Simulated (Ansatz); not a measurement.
Mulliken charges of `C[O][Ge]([Cl])([Cl])[Cl]` from ωB97M-V/def2-TZVPP in Ansatz (PBE0-D4/def2-TZVP geometry).

```
atom   x (Å)   y (Å)   z (Å)  charge (e)
  C1   0.291  -1.122   0.886      -0.179
  O2   0.876  -0.247  -0.067      -0.368
 Ge3  -0.098   0.980  -0.831       0.803
 Cl4  -1.715   0.099  -1.894      -0.218
 Cl5   1.173   2.023  -2.152      -0.200
 Cl6  -0.907   2.304   0.623      -0.218
  H7   1.082  -1.791   1.227       0.133
  H8  -0.511  -1.720   0.444       0.124
  H9  -0.102  -0.572   1.747       0.124
```

Problem. By hand: the dipole of these point charges (1 e Å = 4.8032 D).

Solution. Σ q r = (-0.048, -0.372, 0.341) e Å, of length 0.507 e Å = 2.44 D.

Problem. How does the dipole of the full density compare? (Estimate.)

Solution. Computed: (-0.051, -0.242, 0.228) e Å, 1.62 D; the point charges give 1.51 times that, at 3° from its direction.

Point charges leave out the atoms' own dipoles, such as those of lone pairs, and Mulliken's split depends on the basis, so the two needn't agree.
